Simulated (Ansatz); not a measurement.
Reaction (formal exchange of groups at a C–C bond): `CC(C)CCl` + `[CH3][Ga]([OH])[OH]` → `C[CH2][Ga]([OH])[OH]` + `CCCCl`

Gas-phase electronic energies from Ansatz, PBE0-D4/def2-TZVP geometries. CCSD(T)/CBS is the MP2 limit (def2-TZVPP, def2-QZVPP) plus CCSD(T) − MP2 in def2-TZVPP, frozen cores. DFT in def2-TZVPP. HSE06 is defined as in plane-wave codes. For Ga outer-core shells are correlated without core-valence functions, which leaves a few kJ/mol of doubt a bond. Scalar relativity is left out up to krypton. One conformer a species, not always the lowest.

```tsv
level	ΔE (eV)
LDA (SPW92)	0.23
r2SCANh-D4	0.21
ωB97M-V	0.22
HSE06	0.18
LC-ωPBE	0.19
RPA@PBE/def2-TZVPP	0.21
HF/def2-SVP	0.15
HF/CBS(def2)	0.17
```

Question: What does CCSD(T)/CBS give? (An estimate is asked.)

Answer: The calculation gave: +0.21 eV. The listed levels differ from it by 0.02, 0.00, 0.01, -0.03, -0.02, 0.00, -0.06, -0.04 eV.

Largest T1 diagnostic among the species: 0.014.

In def2-TZVPP, CCSD(T) changes the Hartree–Fock value by +0.06 eV (the triples alone add +0.01 eV) and MP2 by +0.08 eV. Leaving LDA and LC-ωPBE aside and taking each functional with its dispersion term where it has one, the values, not all of them listed here, spread over 0.07 eV, from BLYP-D4 to B97M-V. LDA lies +0.07 eV from PBE without D4.
